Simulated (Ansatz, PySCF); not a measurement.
Dimer: H2S (SMILES S) (first 3 atoms) with CH3F (SMILES CF); geometry from B3LYP-D3(BJ)/def2-TZVP.
(charge 0, multiplicity 1):
```xyz
8

S     -1.01864     0.17603    -0.21559
H      0.06165     0.84854    -0.64360
H     -0.30104    -0.53718     0.66929
C     -0.01681     0.31775     3.50779
F      0.52163    -0.74389     2.77745
H      0.80414     0.89193     3.93736
H     -0.60481     0.93756     2.83113
H     -0.64766    -0.09134     4.29694
```

Interaction energies are E(AB) − E(A) − E(B) at the monomers' geometry in the complex; basis-set methods are counterpoise corrected. Rows marked so take none.

Rows in 6-31G*, STO-3G carry no dispersion term and start afresh at each structure (6-31G* with six Cartesian d functions).

Programs: Ansatz (Gaussian orbitals); PySCF for 6-31G* rows, STO-3G rows, the dispersion terms. Each number belongs to the level named beside it.

One of these levels gives -1.02 kcal/mol for the interaction energy. Name it.
(A) BP86/6-31G* (no counterpoise)
(B) B3LYP/def2-TZVPPD
(C) r2SCAN-D3(BJ)/def2-TZVPPD
(D) HF/STO-3G (no counterpoise)

B, B3LYP/def2-TZVPPD. The others give -0.44 (HF/STO-3G (no counterpoise)), -2.66 (BP86/6-31G* (no counterpoise)), -2.32 (r2SCAN-D3(BJ)/def2-TZVPPD)

Ansatz is an electronic-structure program.
